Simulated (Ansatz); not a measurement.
Consider the formal exchange of groups at a B–C bond: `B[CH2][Ga]([CH3])[F]` + `[CH3][GeH2][SeH]` → `B[CH2][GeH2][SeH]` + `[CH3][Ga]([CH3])[F]`.

Gas-phase electronic energies from Ansatz, PBE0-D4/def2-TZVP geometries. CCSD(T)/CBS adds triple-zeta CCSD(T) − MP2 to the extrapolated MP2 energy (def2 sets, frozen cores). For Ga, Ge, Se outer-core shells are correlated without core-valence functions, which leaves a few kJ/mol of doubt a bond. Scalar relativity is left out up to krypton. One conformer a species, not always the lowest.

`B[CH2][Ga]([CH3])[F]`:

Z-matrix (Å, degrees):
```
C
Ga 1 1.994
B 1 1.515 2 101.1
H 1 1.091 2 102.6 3 122.3
H 1 1.094 2 102.0 3 -120.6
F 2 1.765 1 111.3 3 -103.9
C 2 1.948 1 133.1 3 79.9
H 3 1.199 1 120.8 2 89.3
H 3 1.201 1 120.5 2 -85.3
H 7 1.091 2 109.9 1 129.8
H 7 1.090 2 111.8 1 7.9
H 7 1.093 2 108.9 1 -112.3
```

`[CH3][GeH2][SeH]`:

Cartesian coordinates in Å:
```
C 0.058 0.709 1.051
Ge 0.501 -0.084 -0.674
Se -0.648 -2.126 -0.977
H -1.008 0.933 1.097
H 0.306 0.012 1.851
H 0.620 1.634 1.193
H 1.985 -0.478 -0.756
H 0.150 0.874 -1.827
H -1.964 -1.474 -0.958
```

`B[CH2][GeH2][SeH]`:

Z-matrix (Å, degrees):
```
C
Ge 1 1.982
B 1 1.531 2 103.8
H 1 1.093 2 103.0 3 121.3
H 1 1.092 2 104.6 3 -122.6
Se 2 2.360 1 106.9 3 54.3
H 2 1.539 1 109.0 3 172.9
H 2 1.538 1 110.9 3 -66.0
H 3 1.198 1 120.6 2 -90.4
H 3 1.198 1 120.5 2 85.4
H 6 1.469 2 92.9 1 172.8
```

`[CH3][Ga]([CH3])[F]`:

Z-matrix (Å, degrees):
```
C
Ga 1 1.954
H 1 1.092 2 110.9
H 1 1.093 2 110.3 3 118.9
H 1 1.090 2 110.2 3 -121.0
C 2 1.954 1 133.8 3 -53.1
F 2 1.774 1 113.1 3 127.2
H 6 1.092 2 110.9 1 53.9
H 6 1.090 2 110.2 1 174.9
H 6 1.093 2 110.4 1 -65.0
```

| level | ΔE (eV) |
| --- | --- |
| SCS-MP2/def2-TZVPP | 0.17 |
| CCSD/CBS(def2) | 0.16 |

(1) What does CCSD(T)/CBS give? (An estimate is asked.)

Largest T1 diagnostic among the species: 0.013.

Results:

(1) The calculation gave: +0.16 eV. The listed levels differ from it by 0.01, 0.00 eV.
